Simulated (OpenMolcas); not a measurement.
**Ni2+: ligand-field states by method**

Ni2+ with 6 ligands (water) in octahedral coordination (Th) at 2.05 Å. Ligand basis ANO-RCC-VDZP.
```
Ni    0.0000    0.0000    0.0000
O     2.0500    0.0000    0.0000
H     2.6270    0.7797    0.0000
H     2.6270   -0.7797    0.0000
O     0.0000    2.0500    0.0000
H     0.0000    2.6270    0.7797
H     0.0000    2.6270   -0.7797
O    -2.0500    0.0000    0.0000
H    -2.6270    0.7797    0.0000
H    -2.6270   -0.7797    0.0000
O     0.0000   -2.0500    0.0000
H     0.0000   -2.6270    0.7797
H     0.0000   -2.6270   -0.7797
O     0.0000    0.0000    2.0500
H     0.7797    0.0000    2.6270
H    -0.7797    0.0000    2.6270
O     0.0000    0.0000   -2.0500
H     0.7797    0.0000   -2.6270
H    -0.7797    0.0000   -2.6270
```

| Property | Result |
| --- | --- |
| Program | OpenMolcas 26.06 |
| Basis | ANO-RCC-VTZP [6s5p3d2f1g] |
| Scalar Hamiltonian | DKH2, point nucleus |
| Active space | 8 electrons in 5 orbitals (3d) |
| State averaging | 2S+1 = 3 even, 10 roots; 2S+1 = 1 even, 15 roots |
| Spin-orbit coupling | state interaction with AMFI integrals over the reference wave functions |

I. CASSCF
II. SS-CASPT2, IPEA 0.25 Eh, imaginary shift 0.1 Eh (closed shells correlated: 3s 3p and the ligand valence shells)

Spin-free states (labels of O, taken over from Oh, the nearest higher group) in cm-1, each column counted from its own energy of the first state listed:

```tsv
State	Degeneracy	I	II
3A2	1	0	0
3T2	3	6807	7730
3T1	3	11818	14350
1E	2	18780	14280
1T2	3	24631	21570
3T1	3	27942	25450
1A1	1	29457	24430
1T1	3	31675	28260
1E	2	35761	35080
1T2	3	36487	35420
1A1	1	70318	59910
```

From I to II, I's first state of the same spin (3T2) moves from 6807 to 7730 cm-1, by about +930 cm-1.

From I to II, I's first state of another spin (1E) moves from 18780 to 14280 cm-1, by about -4500 cm-1.

I: A least-squares ligand-field fit to the states below 45000 cm-1, each weighted by its degeneracy and with a free common offset, gives 10Dq = 6664 cm-1, B = 1285 cm-1 and C = 4732 cm-1 (C/B = 3.68), with an rms deviation of 71 cm-1. 

χT at 300 K: I 1.45, II 1.39 cm3 K/mol.

Roots that are degenerate in the reference are averaged as groups; the widest CASPT2 spread within a group is 840 cm-1 (the 3-fold group of multiplicity 3 near 7730 cm-1 above the lowest state of its run, II). Shifts and gaps below about the spread of the groups concerned are not significant. Over all roots computed the reference weight is 0.69 to 0.70 in II; a low but even weight reflects the number of correlated electrons. Ligand-to-metal charge-transfer states are missing. Without dynamic correlation the repulsion within the d shell is too large (B by tens of per cent), so at a given field states of lower spin stand too high (holds for I). With no ligand orbital active B as a rule stays too high, so bands that hang on it stand too high and its fall with covalency is understated (holds for I). With metal d orbitals alone and no dynamic correlation the field as a rule comes out too small, by tens of per cent, by up to half for chloride and softer ligands, and the orbital part of g and χT, which goes as 1/10Dq, too large (holds for I). A single d shell leaves out the double-shell effect, which counts most for late 3d ions, where the CASPT2 field can be off either way by tens of per cent (holds for II). These CASPT2 states fit no ligand-field parameters well, so their order and spin gaps are uncertain (holds for II). For late 3d ions with one d shell CASPT2 can put B and the spin-flip bands somewhat low as well as high (holds for II). With one d shell and no ligand orbital active, 10Dq can be off by tens of per cent for divalent 3d ions, low with halides held by bare charges and at times high in hosts, and the orbital part of g and χT goes as 1/10Dq (holds for II). Free-ion shares, where given, are those of the reference states; single-state CASPT2 does not remix them (holds for II). No measured value stands beside these numbers; the geometry was imposed, not optimised, and the real ion may take another.
